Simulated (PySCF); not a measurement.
C3H8BNO, SMILES C=CB(N)OC. Atoms are numbered in the order given.

```xyz
14

B     -0.4117    -0.0324     0.0000
C     -0.3720    -1.5992     0.0000
C      0.7728    -2.2924     0.0000
H     -1.3140    -2.1647     0.0000
H      0.8023    -3.3875     0.0000
H      1.7366    -1.7717     0.0000
O      0.7907     0.6295     0.0000
C      0.8626     2.0211     0.0000
H      0.3858     2.4631    -0.8952
H      1.9206     2.3227     0.0000
H      0.3858     2.4631     0.8952
N     -1.6429     0.6565     0.0000
H     -2.5257     0.1665     0.0000
H     -1.7389     1.6620     0.0000
```
Charge 0, spin multiplicity 1.

The structure is a stationary point at PBE0-D3(BJ)/def2-SVP. One conformer was computed; it need not be the lowest.

Computed with B3LYP/def2-TZVP in PySCF.

Symmetry labels are those of the subgroup Cs that the program uses (full group Cs).

Task: List the valence orbital energies around the gap with their symmetry. (Estimate from the structure and the level; the computed values follow.)

Result: 
| orbital | symmetry | energy (eV) |
|---|---|---|
| HOMO−7 | A' | -12.19 |
| HOMO−6 | A' | -11.60 |
| HOMO−5 | A' | -10.60 |
| HOMO−4 | A" | -9.06 |
| HOMO−3 | A' | -8.83 |
| HOMO−2 | A' | -8.53 |
| HOMO−1 | A" | -7.50 |
| HOMO | A" | -7.09 |
| LUMO | A" | -0.50 |
| LUMO+1 | A' | 0.53 |
| LUMO+2 | A' | 1.37 |
| LUMO+3 | A' | 1.77 |
